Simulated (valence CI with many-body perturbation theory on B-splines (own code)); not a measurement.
## Nd29+: key properties

Level of theory: configuration interaction combined with many-body perturbation theory (CI+MBPT): three valence electrons over a frozen Dirac-Fock core [Ar] 3d10, radial functions for each j: 9 s, 9 p, 8 d, 6 f, 3 g, 1 h, with the one-electron correlation potential Σ1 (screened to all orders), the two-electron term Σ2, the three-electron term Σ3, Breit, model QED; selected single and double excitations, second order for the rest, scaled by the run's own slope (own B-spline code, finite nucleus).

No measured spectrum was set against this ion. As an estimate, large intervals hold to a few tenths of a per cent, small ones and those within an open d or f shell to about a per cent.

Levels are named by their leading jj configuration (3d3/2^4 stands for four electrons in 3d with j = 3/2), which in mixed levels can hold well under half, so a name can repeat and another be missing.

Rates and lifetimes use the calculated energies. Strong lines usually hold to 10 to 20 %, long lifetimes can be off by a factor of two.

Question: What is the ground level?

Answer: (4s^2 4p1/2) J=1/2, composition 99 % 4s2 4p 2P°, g = 0.662.

Question: Where does the other parity begin?

Answer: At (4s 4p1/2^2) J=1/2, 507350 cm⁻¹.

Question: What is the ionisation energy?

Answer: 1093.4 eV; NIST lists 1092 ± 4 eV (theoretical).

Question: Name the longest-lived excited levels whose lifetime is computed, and their main decay.

Answer: (4s 4p3/2 4d5/2) J=9/2 at 1845200 cm⁻¹ lives 9.14 μs, mostly by M1 to (4s 4p1/2 4d5/2) J=7/2; (4s^2 4p3/2) J=3/2 at 253480 cm⁻¹ lives 6.75 μs, mostly by M1 to (4s^2 4p1/2) J=1/2.

Question: What are the static dipole polarisabilities of the lowest levels?

Answer: (4s^2 4p1/2) J=1/2 0.103; (4s^2 4p3/2) J=3/2 0.112 (tensor 0.0094) bohr³, of which the core gives 0.00640.

Question: Among levels below 1991500 cm⁻¹, which E1 lines absorb most strongly from the ground level?

Answer: to (4s^2 4d3/2) J=3/2 at 8.523 nm, f = 0.577; to (4s 4p1/2 4p3/2) J=1/2 at 11.95 nm, f = 0.398; to (4s 4p1/2 4p3/2) J=3/2 at 12.34 nm, f = 0.342.

Question: How well does LS coupling describe the low levels?

Answer: Among the lowest 20 levels the leading LS term, summed over configurations, holds 73 % on average. For single configurations the figures are 70 % in LS and 84 % in jj coupling. Terms mix most in the J = 3/2 level at 1536000 cm⁻¹, where the leading one holds 39 %.
